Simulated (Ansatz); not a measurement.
Gas-phase electronic energies from Ansatz, PBE0-D4/def2-TZVP geometries. CCSD(T)/CBS is the MP2 limit (def2-TZVPP, def2-QZVPP) plus CCSD(T) − MP2 in def2-TZVPP, frozen cores. This one scheme is used for every species. Functionals use def2-TZVPP. B3LYP here is the variant with VWN-RPA as its local correlation; programs differ in this. For Se outer-core shells are correlated without core-valence functions, which leaves a few kJ/mol of doubt a bond. Scalar relativity is left out up to krypton. One conformer a species, not always the lowest.

`[F][AlH][SeH]` + CH₃SH → `C[S][AlH][F]` + H₂Se  (ligand exchange at the Al–Se bond)

Q: Is it downhill or uphill in electronic energy at CCSD(T)/CBS, and by how much? (Estimate.)

A: The calculation gave: Uphill: ΔE = +3.5 kcal/mol.

Q: What do these levels give: revPBE-D4, r2SCAN-D4, B3LYP-D4, r2SCANh-D4, r2SCAN0-D4, CAM-B3LYP-D4, LC-ωPBE, CCSD(T)/def2-SVP, HF/def2-TZVPP, SCS-MP2/def2-TZVPP, CCSD/def2-TZVPP, MP2/CBS(def2)? (Best estimate.)

A: Ansatz gave: revPBE-D4 2.5, r2SCAN-D4 3.0, B3LYP-D4 2.8, r2SCANh-D4 3.1, r2SCAN0-D4 3.4, CAM-B3LYP-D4 3.0, LC-ωPBE 3.5, CCSD(T)/def2-SVP 2.7, HF/def2-TZVPP 4.8, SCS-MP2/def2-TZVPP 3.6, CCSD/def2-TZVPP 3.7, MP2/CBS(def2) 3.7 kcal/mol.

Largest T1 diagnostic among the species: 0.012.

Leaving LDA and LC-ωPBE aside and taking each functional with its dispersion term where it has one, the values, not all of them listed here, spread over 1.8 kcal/mol, from B97M-V to PBE-QIDH. LDA lies −0.7 kcal/mol from PBE without D4. From BLYP to BHLYP (50 % exact exchange), in def2-TZVPP and without D4, ΔE moves by +0.8 kcal/mol. In def2-TZVPP, CCSD(T) changes the Hartree–Fock value by −1.5 kcal/mol (the triples alone add −0.4 kcal/mol) and MP2 by −1.3 kcal/mol.
